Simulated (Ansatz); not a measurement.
Basis sets compared for tetramethylammonium hexafluoroantimonate (C4H12F6NSb). Charge 0, multiplicity 1. Geometry PBE-D4/def2-SVP. Ansatz on 4 threads of Arm Neoverse V2 on a shared host; times are rough, and most runs start from earlier orbitals.

Cartesian coordinates in Å:
```
C 1.4288 0.4936 0.5693
N 1.0537 -0.3071 -0.6526
C 0.1356 0.5131 -1.5231
C 0.3387 -1.5633 -0.2224
C 2.2878 -0.6653 -1.4194
H 0.5075 0.7041 1.1420
H 2.1331 -0.1061 1.1739
H 1.9060 1.4336 0.2380
H 0.6776 1.4221 -1.8407
H -0.1465 -0.0952 -2.4013
H -0.7566 0.7817 -0.9297
H 1.0119 -2.1389 0.4377
H -0.5787 -1.2716 0.3195
H 0.0887 -2.1483 -1.1258
H 2.9450 -1.2816 -0.7794
H 2.8132 0.2616 -1.7137
H 2.0014 -1.2358 -2.3218
F -2.5663 1.8044 3.2405
Sb -2.6114 0.7625 1.6155
F -3.8053 -0.5542 2.3681
F -1.0490 -0.2878 2.2278
F -4.0572 1.7984 0.8642
F -2.4737 -0.2920 -0.0525
F -1.2845 1.9720 0.7860
```

In the def2 sets Sb takes a core potential; there is no spin–orbit coupling.

Binding counts from free atoms (C triplet, N quartet, H doublet, F doublet, Sb quartet) in the same basis, without a counterpoise term.

```json
{"level": "PBE-D4/def2-SVP", "functions": "240", "energy (Eh)": "-1052.3369", "HOMO (eV)": "-7.42", "LUMO (eV)": "-2.46", "binding per atom (eV)": "3.90", "wall time": "5.5 s"}
{"level": "PBE0-D4/def2-SVP", "functions": "240", "energy (Eh)": "-1052.3697", "HOMO (eV)": "-9.78", "LUMO (eV)": "-1.66", "binding per atom (eV)": "3.78", "wall time": "12 s"}
```

Task: Estimate the rows for PBE-D4/def2-TZVP, PBE0-D4/def2-TZVP.

Result: 
```
            level  functions  energy (Eh)  HOMO (eV)  LUMO (eV)  binding per atom (eV)  wall time
 PBE-D4/def2-TZVP        463   -1053.3654      -7.94      -2.82                   3.89       12 s
PBE0-D4/def2-TZVP        463   -1053.3860     -10.12      -1.87                   3.77       27 s
```
